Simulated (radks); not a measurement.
Values are calculated unless marked as measured or tabulated.
Species: Ba4+. Configuration: [Kr] 4d9 5s2 5p5 (not the ground configuration).

Code: a radial shooting solver on a logarithmic mesh with Libxc functionals. Model: Dirac Kohn-Sham, AM05, spin-unpolarised, spherical densities, finite nucleus; open shells are shared between the two j in proportion to 2j + 1; Fermi nuclear charge, rms radius 4.8378 fm.

Energy parts (hartree):
| part | energy |
|---|---|
| total | -8126.4537 |
| kinetic | 8673.2926 |
| electron-nucleus | -19677.0370 |
| Hartree | 3067.6098 |
| exchange-correlation | -190.3191 |

Orbitals (lengths in bohr, moments of r in powers of bohr; r(max) is where P^2 peaks):
orbital,occ.,eigenvalue (hartree),<r>,r(max),small-component weight
1s1/2,2,-1368.613,0.02560,0.01644,4.27e-02
2s1/2,2,-217.9275,0.1094,0.09310,9.22e-03
2p1/2,2,-205.4609,0.09197,0.07109,9.26e-03
2p3/2,4,-191.4546,0.09796,0.07617,8.74e-03
3s1/2,2,-47.48259,0.2919,0.2668,2.79e-03
3p1/2,2,-42.24622,0.2816,0.2532,2.73e-03
3p3/2,4,-39.53681,0.2936,0.2644,2.59e-03
3d3/2,4,-30.33359,0.2643,0.2131,2.47e-03
3d5/2,6,-29.75505,0.2680,0.2162,2.43e-03
4s1/2,2,-10.73347,0.6704,0.6238,8.55e-04
4p1/2,2,-8.81954,0.6917,0.6351,7.92e-04
4p3/2,4,-8.24143,0.7183,0.6591,7.47e-04
4d3/2,3.6,-5.10023,0.7803,0.6854,6.11e-04
4d5/2,5.4,-4.99993,0.7896,0.6933,6.00e-04
5s1/2,2,-2.68725,1.541,1.422,2.08e-04
5p1/2,1.66667,-2.13455,1.690,1.540,1.75e-04
5p3/2,3.33333,-2.03523,1.750,1.597,1.64e-04

The highest occupied level is 5p3/2 at -55.381 eV. Summed over all electrons, <r^2> = 34.69 bohr^2, which gives a Langevin (diamagnetic) susceptibility term of -27.5 x 10^-6 cm^3/mol.
